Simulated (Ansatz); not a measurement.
`CC(C)(C)[Se][Si](C)(C)C`, charge 0, multiplicity 1.

**Question.** Give a relaxed structure at PBE0-D4/def2-TZVP (Ansatz). (An estimate is asked.)

**Answer.** The calculation gave: 
Z-matrix (Å, degrees):
```
C
C 1 1.521
H 1 1.092 2 111.4
H 1 1.092 2 111.4 3 -121.0
H 1 1.096 2 109.4 3 119.7
C 2 1.517 1 110.2 3 -56.7
C 2 1.519 1 110.2 3 -179.6
Se 2 2.000 1 104.5 3 62.9
H 6 1.091 2 111.4 1 60.7
H 6 1.092 2 111.8 1 -177.8
H 6 1.096 2 109.4 1 -59.0
H 7 1.097 2 109.6 1 62.0
H 7 1.091 2 111.1 1 -57.6
H 7 1.090 2 111.7 1 -178.4
Si 8 2.290 2 106.5 1 -162.9
C 15 1.874 8 113.1 2 -49.3
C 15 1.873 8 112.4 2 75.4
C 15 1.872 8 102.3 2 -167.5
H 16 1.095 15 109.2 8 -171.7
H 16 1.092 15 111.1 8 -52.4
H 16 1.092 15 112.4 8 69.1
H 17 1.091 15 112.3 8 -66.9
H 17 1.095 15 109.9 8 173.0
H 17 1.092 15 110.4 8 53.7
H 18 1.092 15 111.2 8 63.3
H 18 1.093 15 111.2 8 -57.2
H 18 1.094 15 110.0 8 -176.7
```
This is one stationary point; other conformers may exist.
